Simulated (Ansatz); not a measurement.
The cluster W₂S₄⁻. The state is a doublet with charge -1. Geometry PBE-D4/def2-SVPD.

Cartesian coordinates in Å:
```
W 0.822 0.650 0.617
W -0.614 -0.191 -1.033
S 0.957 -0.513 2.479
S -1.170 1.833 0.083
S -1.679 -2.052 -0.545
S 1.684 0.274 -1.601
```

In the def2 sets W takes a core potential; there is no spin–orbit coupling. At r2SCAN-D4/def2-TZVPD, PBE0-D4/def2-SVPD, BHLYP-D4/def2-TZVPD, CAM-B3LYP-D4/def2-TZVPD the charge -1 doublet is spin-contaminated (final ⟨S²⟩ up to 1.23, 0.75 for a pure state). The structure comes from a short search, and lower isomers may exist.

**Question.** Estimate the α-spin orbital energies around the gap (eV) in Ansatz with PBE-D4/def2-TZVPD, r2SCAN-D4/def2-TZVPD, PBE0-D4/def2-SVPD, BHLYP-D4/def2-TZVPD, CAM-B3LYP-D4/def2-TZVPD.

**Answer.** 
```
orbital  PBE-D4/def2-TZVPD  r2SCAN-D4/def2-TZVPD  PBE0-D4/def2-SVPD  BHLYP-D4/def2-TZVPD  CAM-B3LYP-D4/def2-TZVPD
HOMO−13              -5.30                 -5.64              -6.81                -7.78                    -8.00
HOMO−12              -4.76                 -5.10              -6.19                -7.11                    -7.38
HOMO−11              -4.60                 -4.92              -6.06                -7.01                    -7.30
HOMO−10              -4.14                 -4.49              -5.55                -6.50                    -6.75
 HOMO−9              -3.90                 -4.22              -5.28                -6.25                    -6.52
 HOMO−8              -3.58                 -3.88              -4.92                -5.87                    -6.16
 HOMO−7              -3.56                 -3.86              -4.87                -5.82                    -6.03
 HOMO−6              -3.12                 -3.39              -4.40                -5.28                    -5.54
 HOMO−5              -2.81                 -3.10              -4.05                -5.03                    -5.28
 HOMO−4              -2.69                 -2.92              -3.79                -4.59                    -4.93
 HOMO−3              -2.55                 -2.79              -3.67                -4.49                    -4.78
 HOMO−2              -2.25                 -2.48              -3.33                -4.10                    -4.40
 HOMO−1              -1.20                 -1.44              -2.31                -3.23                    -3.43
   HOMO              -1.10                 -1.30              -2.05                -2.78                    -3.07
   LUMO              -0.01                  0.08               0.56                 1.39                     1.48
 LUMO+1               0.50                  0.47               0.93                 2.00                     2.02
 LUMO+2               0.96                  1.07               1.58                 2.48                     2.57
 LUMO+3               1.02                  1.14               1.60                 2.56                     2.63
 LUMO+4               1.23                  1.34               1.87                 2.87                     2.94
 LUMO+5               1.75                  1.92               2.42                 2.94                     3.06
 β HOMO              -0.99                 -1.17              -1.96                -2.84                    -3.04
 β LUMO              -0.73                 -0.63              -0.13                 0.79                     0.97
```
